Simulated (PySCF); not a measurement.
Mercury: a sound run and one with changed settings

Sound run: Hg+ [Xe] 4f14 5d10 6s1, Hg(2+) [Xe] 4f14 5d10. Computed with PySCF 2.14 in cc-pVDZ-PP with ECP60MDF (4s4p3d1f, 38 functions), with a scalar-relativistic core potential. The sound run starts from symmetry-adapted Hartree-Fock orbitals and uses a fine grid where one is needed.

Changed run: initial guess minao, at most 5 SCF cycles. This setting is unsound on purpose.

```
species  method  sound run (hartree)  changed run (hartree)  converged
    Hg+     UHF           -152.22471             -152.22471         no
    Hg+    BP86           -153.25514             -153.25514         no
    Hg+   M06-L           -153.22133             -153.22133         no
 Hg(2+)     UHF           -151.59865             -151.59865         no
 Hg(2+)    BP86           -152.55312             -152.55312         no
 Hg(2+)   M06-L           -152.55700             -152.55700         no
```

The SCF was stopped early; the energies are upper bounds that still move, and correlated levels were skipped or rest on poor orbitals.
